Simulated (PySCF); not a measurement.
B(CCH)3 (C6H3B), SMILES C#CB(C#C)C#C.

The structure is a stationary point at PBE0-D3(BJ)/def2-SVP.

Level of theory: PBE0-D3(BJ)/def2-SVP (PySCF).

Harmonic, unscaled wavenumbers; measured fundamentals usually lie a few per cent lower.

Modes within 1.5 cm⁻¹ of each other (mostly degenerate sets) share a row, with their intensities summed.

```tsv
mode	ν (cm⁻¹)	IR (km/mol)	Raman (Å⁴/amu)	depolarisation	moving atoms (share of kinetic energy)
1–2	111	3.8	33.1	0.75	C 77 %, H 17 %
3	139	9.4	0.0	–	C 59 %, B 21 %, H 20 %
4–5	280	0.0	27.8	0.75	C 85 %, H 15 %
6	310	0.0	0.0	–	C 87 %, H 13 %
7–8	502	16.2	24.4	0.75	C 91 %, H 9 %
9	568	0.0	7.3	0.07	C 95 %
10	654	47.0	0.0	–	B 67 %, C 30 %
11	689	0.0	0.0	–	H 76 %, C 24 %
12–13	692	121.4	6.6	0.75	H 74 %, C 26 %
14–16	784	67.7	12.7	0.75	H 74 %, C 26 %
17–18	1147	488.6	6.5	0.75	B 79 %, C 20 %
19	2175	0.0	591.7	0.10	C 91 %, H 9 %
20–21	2182	421.5	349.2	0.75	C 89 %, H 9 %
22–24	3477	145.4	119.5	0.75	H 86 %, C 14 %
```
